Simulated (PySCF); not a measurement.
Proton-shift isomers of CC(=O)S. Gas-phase values, no solvent. One relaxed conformer stands for each flexible species; it need not be the lowest. Strings in code marks are SMILES.

Computed with PBE-D3(BJ)/def2-TZVP // B3LYP-D3(BJ)/def2-TZVP (PySCF 2.14.0). Excitations are Tamm–Dancoff values on a coarser integration grid. The basis has no diffuse functions, so Rydberg states are missing or too high.

```
species                                                  S1–T1 gap (TDA) (eV)  S1 excitation (TDA) (eV)
-------------------------------------------------------  --------------------  ------------------------
`CC(=O)S` (O–C–S–H torsion 180°)                                         0.55                      4.75
`C=C(O)S` (S–C–O–H torsion 180°, O–C–S–H torsion -180°)                  0.44                      4.58
`S=C(O)C` (S–C–O–H torsion 0°)                                           0.40                      3.30
```
